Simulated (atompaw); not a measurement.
Plane-wave convergence, PAW (atompaw) potential for holmium (Ho)

* Element: Ho (Z = 67)
* Generator: atompaw 4.2.0.5
* Type: PAW
* Functional: LDA (PW92)
* Relativity: scalar-relativistic
* Frozen core: [Kr] 4d10
* Valence charge: 21
* Reference configuration: 4f11 5s2 5p6 5d0 6s1.5 6p0 (charge +0.5)
* Partial waves: 5s (bound): rc 2.05 bohr; 6s (bound): rc 1.85 bohr; 5p (bound): rc 1.60 bohr; 6p (bound, empty): rc 2.50 bohr; 5d (bound, empty): rc 2.65 bohr; 5d channel at 0.25 Ry: rc 2.65 bohr; 4f (bound): rc 1.45 bohr; 4f channel at 2.8 Ry: rc 1.45 bohr
* Local potential: vpsmatchnc scheme with l = 4 at 1 Ry, radius 2.10 bohr
* Core correction: smooth core density matched at 1.55 bohr
* Augmentation charge: sinc compensation charge, radius 2.00 bohr; PAW radius 2.65 bohr; waves and projectors: custom polynom2 7 10 vanderbiltortho

The pseudo-atom Hamiltonian at the reference potential is diagonalised in spherical Bessel functions j_l(qr) that vanish at 20 bohr, with q² up to the cutoff. All-electron valence levels (Ry): 5s -3.9474, 6s -0.4775, 5p -2.1440, 6p -0.2425, 5d -0.2923, 4f -0.4779.

Task: How do the lowest levels (Ry) of each channel move with the cutoff, and are there ghosts?

Result:

```
cutoff (Ry)      s #1     s #2     s #3     p #1     p #2     p #3     d #1     f #1    f #2  Σ f·Δε (mRy)
          8   -5.0587  -3.3434  -0.2610  -1.5264  -0.2347  -0.0338  -0.2608   0.0193  0.1161       10682.7
         25  -15.8503  -3.9474  -0.4775  -2.1439  -0.2424  -0.0364  -0.2908  -0.4079  0.0195         744.7
         50  -16.8147  -3.9474  -0.4775  -2.1440  -0.2425  -0.0364  -0.2922  -0.4400  0.0195         391.9
        100  -16.8279  -3.9474  -0.4775  -2.1440  -0.2425  -0.0365  -0.2923  -0.4516  0.0195         263.4
        180  -16.8282  -3.9474  -0.4775  -2.1440  -0.2425  -0.0365  -0.2923  -0.4594  0.0195         177.8
        400  -16.8284  -3.9474  -0.4775  -2.1440  -0.2425  -0.0365  -0.2923  -0.4756  0.0195           0.0
```

Result: ghost state, extra bound levels that the all-electron valence spectrum of the same l lacks: s at -229.0 eV (a true bound ghost makes a file unfit for plane-wave use); 10 mRy is reached at over 300 Ry and 1 mRy at over 300 Ry.
